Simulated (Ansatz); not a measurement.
Reaction (SMILES): OB(O)Cl [chloroboronic acid] + H+ -> OB([OH2+])Cl
Each molecule is optimised on its own at B3LYP-D3(BJ)/def2-TZVP (Ansatz, a program for electronic structure), one conformer each, not searched for the lowest. Frequencies are from Ansatz.
Geometry of the first species:
SMILES: OB(O)Cl
```xyz
6

B      0.0685    -0.4158    -0.0765
Cl    -0.2146     1.3021     0.2396
O      1.3650    -0.8133    -0.1844
O     -1.0319    -1.2077    -0.1874
H      1.5072    -1.7491    -0.3562
H     -0.8663    -2.1397    -0.3592
```
Charge 0, spin multiplicity 1.

Wanted: proton affinity (0 K, with B3LYP-D3(BJ) harmonic zero-point energies), positive where the reaction releases energy, in kcal/mol. Valence correlation only, unless marked. No spin-orbit coupling. Non-relativistic. Basis-set limits of correlation are two-point, X^-3; Hartree-Fock from the larger set.

```tsv
level	program	proton affinity (kcal/mol)
B3LYP/def2-TZVPD	Ansatz	?
PBE0-D3(BJ)/def2-TZVPD	Ansatz + dftd3	?
SCS-MP2/cc-pV(D+d)Z	Ansatz	170.6
CCSD(T)/CBS(cc-pV(T+d)Z,cc-pV(Q+d)Z)	Ansatz	166.3
```

Q: Some entries are withheld; supply them.

A: 
- B3LYP/def2-TZVPD, proton affinity (kcal/mol): 166.6
- PBE0-D3(BJ)/def2-TZVPD, proton affinity (kcal/mol): 167.8
